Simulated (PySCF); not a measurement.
# Reading the logs of faulty runs: BGe2H7N

All numbers below are calculated, not measured. The program is PySCF 2.14.0, an open-source quantum chemistry code, run on an isolated molecule that a program drew, which may never have been made. The molecule is BGe2H7N (charge 0, doublet), drawn as the SMILES string `[NH2][GeH2][BH][GeH2]`.

Each row is a Hartree-Fock (HF) and frozen-core CCSD(T) single point in the cc-pVDZ basis, meant for a local HF minimum. Run 1 is clean. Each other run has one planted mistake out of seven kinds, and not every kind appears here: one electron removed, one electron added, multiplicity raised by two, geometry at a saddle point, minimal basis STO-3G, one bond length entered in bohr, all coordinates scaled. The reference is restricted for singlets and unrestricted otherwise, and also for a bond in bohr. Adding or removing an electron swaps singlet and doublet. Electrons count all cores. HOMO and LUMO are orbital energies over both spins, the gradient is its largest component, and the lowest frequency (negative if imaginary) is given only where the gradient is small. Bond lengths are over the 10 bonds as drawn. T1 is the CCSD diagnostic: over 0.02 (restricted) or 0.045 (unrestricted) a single reference is doubtful. Germanium has the cc-pVDZ-PP basis, with a core potential (ECP10MDF) in place of its 10 inner electrons, and its 3s, 3p and 3d shells are frozen in CCSD(T).

Geometry of the clean run:
```xyz
11
BGe2H7N, angstrom
N     1.2245    1.2301    1.0067
Ge   -0.1796    0.0179    0.9601
B    -1.6356    0.6554   -0.3776
Ge   -1.5351    2.3996   -1.3346
H     1.7640    1.2572    0.1572
H     1.8704    1.0651    1.7606
H    -0.7329   -0.0237    2.3932
H     0.2940   -1.4112    0.6112
H    -2.6001   -0.0232   -0.5895
H    -0.3909    3.3993   -1.2241
H    -2.5839    2.8816   -2.3357
```

```
run  electrons  basis functions  <S^2>  HOMO (eV)  LUMO (eV)  gradient (hartree/bohr)  lowest frequency (cm^-1)  mean bond (Å)  longest bond (Å)      T1  HF (hartree)  CCSD(T) (hartree)                          mistake
  1         83              109  0.760      -8.14       0.27                  1.3e-05                        65         1.5270             2.077  0.0153    -669.91845         -670.42996                         no fault
  2         83              109  0.758      -8.39       0.24                  8.2e-02                         -         1.4063             1.913  0.0126    -669.84484         -670.34531           all coordinates scaled
  3         83              109  1.572      -7.93       0.24                  7.7e-03                         -         1.6645             2.920  0.0385    -669.82287         -670.32603  one bond length entered in bohr
  4         84              109  0.000      -1.25       7.28                  3.4e-02                         -         1.5270             2.077  0.0170    -669.93505         -670.48866               one electron added
  5         83              109  3.780      -5.58      -1.95                  4.7e-02                         -         1.5270             2.077  0.0266    -669.77180         -670.27564                                ?
  6         82              109  0.000     -14.31      -6.66                  3.9e-02                         -         1.5270             2.077  0.0144    -669.64706         -670.13858                                ?
```

**Which mistake was planted in run 5, and what did it cost?**

Electrons, basis and geometry are unchanged, and <S^2> is 3.780, beside S(S+1) = 3.75 for a multiplicity of 4. So the mistake is: multiplicity raised by two. Subtracting run 1 and multiplying by 627.51 kcal/mol a hartree, the energy moved by 92.0 kcal/mol in HF and 96.8 kcal/mol in CCSD(T).

**Which mistake was planted in run 6, and what did it cost?**

It counts 82 electrons, one fewer than the clean run, at the same geometry and basis. So the mistake is: one electron removed. Subtracting run 1 and multiplying by 627.51 kcal/mol a hartree, the energy moved by 170.3 kcal/mol in HF and 182.8 kcal/mol in CCSD(T).

